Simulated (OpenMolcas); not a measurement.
## Mo4+: ligand-field states by method

Mo4+ with 6 ligands (ammonia) in tetragonal octahedral coordination (Ci) at 2.07 Å, the axial distance 2.318 Å. Ligand basis ANO-RCC-VDZP.
```
Mo    0.0000    0.0000    0.0000
N     2.0700    0.0000    0.0000
H     2.4521    0.9457    0.0000
H     2.4521   -0.4729    0.8190
H     2.4521   -0.4729   -0.8190
N     0.0000    2.0700    0.0000
H     0.0000    2.4521    0.9457
H     0.8190    2.4521   -0.4729
H    -0.8190    2.4521   -0.4729
N    -2.0700    0.0000    0.0000
H    -2.4521   -0.9457    0.0000
H    -2.4521    0.4729   -0.8190
H    -2.4521    0.4729    0.8190
N     0.0000   -2.0700    0.0000
H     0.0000   -2.4521   -0.9457
H    -0.8190   -2.4521    0.4729
H     0.8190   -2.4521    0.4729
N     0.0000    0.0000    2.3184
H     0.9457    0.0000    2.7005
H    -0.4729    0.8190    2.7005
H    -0.4729   -0.8190    2.7005
N     0.0000    0.0000   -2.3184
H    -0.9457    0.0000   -2.7005
H     0.4729   -0.8190   -2.7005
H     0.4729    0.8190   -2.7005
```

| Item | Value |
| --- | --- |
| Program | OpenMolcas 26.06 |
| Basis | ANO-RCC-VDZP [6s5p3d1f] |
| Scalar Hamiltonian | DKH2, point nucleus |
| Active space | 2 electrons in 5 orbitals (4d) |
| State averaging | 2S+1 = 3 even, 10 roots; 2S+1 = 1 even, 15 roots |
| Spin-orbit coupling | RASSI with atomic mean-field integrals over the reference wave functions |

I. CASSCF
II. SS-CASPT2, IPEA 0.25 Eh, imaginary shift 0.1 Eh (closed shells correlated: 4s 4p and the ligand valence shells)

Spin-free states in cm-1, each column counted from its own energy of the first state listed:

```tsv
State	Degeneracy	I	II
2S+1 = 3	1	0	0
2S+1 = 3	1	759	810
2S+1 = 3	1	1072	1170
2S+1 = 1	1	10340	7900
2S+1 = 1	1	10480	8030
2S+1 = 1	1	11292	8570
2S+1 = 1	1	11640	8970
2S+1 = 1	1	11756	9110
2S+1 = 1	1	25283	19750
2S+1 = 3	1	32453	36290
2S+1 = 3	1	36181	38720
2S+1 = 3	1	36454	38960
2S+1 = 1	1	41511	43020
2S+1 = 1	1	43251	44040
2S+1 = 1	1	43589	44420
2S+1 = 3	1	48899	50810
2S+1 = 3	1	49170	51180
2S+1 = 3	1	54983	56180
2S+1 = 1	1	56037	56620
2S+1 = 1	1	56394	57000
```

From I to II, I's first state of the same spin (2S+1 = 3) moves from 759 to 810 cm-1, by about +50 cm-1.

From I to II, I's first state of another spin (2S+1 = 1) moves from 10340 to 7900 cm-1, by about -2400 cm-1.

χT at 300 K: I 0.56, II 0.57 cm3 K/mol.

Over all roots computed the reference weight is 0.68 to 0.70 in II; a low but even weight reflects the number of correlated electrons. The least metal-like active orbital is 69 % on the metal (Löwdin) and no ligand orbital is active, so the numbers are rough. Ligand-to-metal charge-transfer states are missing. With no ligand orbital active B as a rule stays too high, so bands that hang on it stand too high and its fall with covalency is understated. Without dynamic correlation the repulsion within the d shell is too large (B by tens of per cent), so at a given field states of lower spin stand too high (holds for I). With metal d orbitals alone the field can be off either way by tens of per cent (holds for I). With one d shell and no ligand orbital active, 10Dq can be off by a tenth or more (holds for II). No measured value stands beside these numbers; the geometry was imposed, not optimised, and the real ion may take another.
